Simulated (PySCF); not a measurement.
Gas-phase reaction: Ge₃H₈ + 6 Cl → 3 GeH₂Cl₂ + 2 H

Computed with PySCF and rigid-rotor harmonic-oscillator thermochemistry at 1 bar. † marks an energy on the PBE0/def2-TZVP geometry and frequencies; other levels use their own. Open shells (unrestricted): Cl (multiplicity 2, electronic degeneracy 6), H (multiplicity 2); the rest are closed-shell singlets. Spin-orbit splitting is ignored; it lowers the true energy and changes the entropy of Cl. B3LYP is the form with VWN-RPA correlation. Ge: all electrons, no relativistic terms. The harmonic model lacks anharmonicity and excited electronic states, which grow with temperature; levels with a mode under 35 cm⁻¹ are left out. Internal rotation in Ge₃H₈ is treated as a harmonic vibration of one conformer, which makes the entropy rough.

| level | ΔE electronic, kJ | ΔH°(298 K), kJ | ΔS°(298 K), J/K | ΔG°(1800 K), kJ |
|---|---|---|---|---|
| B3LYP/def2-TZVP† | -1059 | -1081 | -264 | -595 |
| M06-2X/def2-TZVP† | -1216 | -1238 | -264 | -752 |
| PBE/def2-SVP | -1171 | -1192 | -263 | -708 |
| PBE0/def2-QZVP† | -1145 | -1167 | -264 | -681 |
| r2SCAN/def2-TZVP† | -1161 | -1183 | -264 | -697 |
| ωB97M-V/def2-TZVP† | -1163 | -1185 | -264 | -698 |
ΔH° is lowest at M06-2X/def2-TZVP† and highest at B3LYP/def2-TZVP†. No reference value is set beside these.
